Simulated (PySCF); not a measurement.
## Dipole polarisabilities along the 5d series

Calculated with PySCF 2.14 for the ground configurations, without spin-orbit coupling: coupled response for Hartree-Fock and DFT. Mean α in bohr³, C₆ of like pairs in atomic units.

```json
{"species": "Hf [Xe] 4f14 5d2 6s2 (aug-cc-pVDZ-PP with ECP60MDF, ECP)", "α UHF": "121.2", "α PBE": "100.4", "α PBE0": "103.0", "α recommended (Schwerdtfeger and Nagle)": "103 ± 6", "C₆ UHF": "1729", "C₆ PBE": "1330", "C₆ PBE0": "1387"}
{"species": "Ta [Xe] 4f14 5d3 6s2 (aug-cc-pVDZ-PP with ECP60MDF, ECP)", "α UHF": "108.4", "α PBE": "82.75", "α PBE0": "85.76", "α recommended (Schwerdtfeger and Nagle)": "74 ± 20", "C₆ UHF": "1440", "C₆ PBE": "1051", "C₆ PBE0": "1104"}
{"species": "W [Xe] 4f14 5d4 6s2 (aug-cc-pVDZ-PP with ECP60MDF, ECP)", "α UHF": "100.1", "α PBE": "70.51", "α PBE0": "73.65", "α recommended (Schwerdtfeger and Nagle)": "68 ± 15", "C₆ UHF": "1228", "C₆ PBE": "844.0", "C₆ PBE0": "891.9"}
{"species": "Re [Xe] 4f14 5d5 6s2 (aug-cc-pVDZ-PP with ECP60MDF, ECP)", "α UHF": "94.92", "α PBE": "64.37", "α PBE0": "67.51", "α recommended (Schwerdtfeger and Nagle)": "62 ± 3", "C₆ UHF": "1105", "C₆ PBE": "735.4", "C₆ PBE0": "778.0"}
{"species": "Os [Xe] 4f14 5d6 6s2 (aug-cc-pVDZ-PP with ECP60MDF, ECP)", "α UHF": "75.88", "α PBE": "53.42", "α PBE0": "56.97", "α recommended (Schwerdtfeger and Nagle)": "57 ± 3", "C₆ UHF": "854.7", "C₆ PBE": "581.0", "C₆ PBE0": "631.1"}
{"species": "Ir [Xe] 4f14 5d7 6s2 (aug-cc-pVDZ-PP with ECP60MDF, ECP)", "α UHF": "63.54", "α PBE": "47.40", "α PBE0": "49.62", "α recommended (Schwerdtfeger and Nagle)": "54 ± 7", "C₆ UHF": "692.2", "C₆ PBE": "501.6", "C₆ PBE0": "529.3"}
{"species": "Pt [Xe] 4f14 5d9 6s1 (aug-cc-pVDZ-PP with ECP60MDF, ECP)", "α UHF": "52.47", "α PBE": "37.12", "α PBE0": "38.56", "α recommended (Schwerdtfeger and Nagle)": "48 ± 4", "C₆ UHF": "457.5", "C₆ PBE": "328.1", "C₆ PBE0": "338.5"}
{"species": "Au [Xe] 4f14 5d10 6s1 (aug-cc-pVDZ-PP with ECP60MDF, ECP)", "α UHF": "49.08", "α PBE": "33.81", "α PBE0": "35.42", "α recommended (Schwerdtfeger and Nagle)": "36 ± 3", "C₆ UHF": "407.6", "C₆ PBE": "283.4", "C₆ PBE0": "296.0"}
{"species": "Hg [Xe] 4f14 5d10 6s2 (aug-cc-pVDZ-PP with ECP60MDF, ECP)", "α UHF": "44.66", "α PBE": "34.55", "α PBE0": "36.20", "α recommended (Schwerdtfeger and Nagle)": "33.91 ± 0.34", "C₆ UHF": "429.2", "C₆ PBE": "322.1", "C₆ PBE0": "339.6"}
```

Hartree-Fock lacks correlation. All values carry a basis error, and heavy open shells lack spin-orbit coupling.
